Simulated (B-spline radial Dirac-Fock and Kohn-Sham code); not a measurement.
**Cross section and asymmetry of the 3p1/2 subshell of Cu⁷⁺**

System: the Cu⁷⁺ ion in the configuration [Ar] 3d4. The computed 3p1/2 threshold is 240.1 eV; without correlation, outer thresholds are uncertain by 1 to 2 eV. With an open shell the threshold is an average over the terms of the final ion.

Input of the calculation (task.json; shells as n, l, electrons):

```json
{"items": [{
  "Z": 29,
  "q": 7,
  "cfg": [[1, 0, 2], [2, 0, 2], [2, 1, 6], [3, 0, 2], [3, 1, 6], [3, 2, 4]],
  "A": 63,
  "rrms": 3.8823,
  "do": ["binding", "quiet", "photo", "scan"],
  "hv": [29.0, 36.6, 94.4, 120.0, 157.0, 197.0, 299.0, 301.0, 689.0, 717.0, 817.0, 847.0, 1670.0, 7380.0, 7620.0, 18500.0, 25000.0, 46200.0, 50200.0, 56000.0, 60100.0, 62200.0, 86800.0, 130000.0]
}]}
```

Run with: `python xray_run.py task.json out`

Calculated with a radial finite-basis atomic code, using a relativistic central-field model (Hartree-Slater potential of the initial state, Latter tail, multipole expansion of the photon field, Dirac-Fock thresholds). Interchannel coupling and autoionising resonances are not included, so magnitudes near threshold are approximate.

```
kinetic energy (eV)  σ (Mb)     β
                1.5   0.333  0.72
                1.9   0.332  0.73
                2.3   0.332  0.75
                2.9   0.331  0.77
                3.7   0.331  0.79
                4.6   0.330  0.81
                5.7   0.329  0.83
                7.2   0.328  0.86
                9.0   0.326  0.89
               11.2   0.324  0.93
               14.0   0.321  0.97
               17.5   0.318  1.01
               21.9   0.314  1.06
               27.4   0.309  1.10
               34.2   0.302  1.16
               42.8   0.293  1.21
               53.5   0.283  1.27
               66.9   0.269  1.32
               83.7   0.253  1.38
              104.7   0.234  1.43
              130.9   0.212  1.48
              163.6   0.188  1.52
              204.6   0.161  1.56
              255.8   0.135  1.59
              319.9   0.110  1.61
              400.0  0.0860  1.62
```

The cross section shows no minimum in this range. It is largest at the lowest energy, 0.333 Mb. β ranges from 0.72 (at 1.5 eV) to 1.62.

Run: 1.7 s of CPU time on 1 thread of Neoverse-V2 (shared host), peak memory 0.38 GiB.
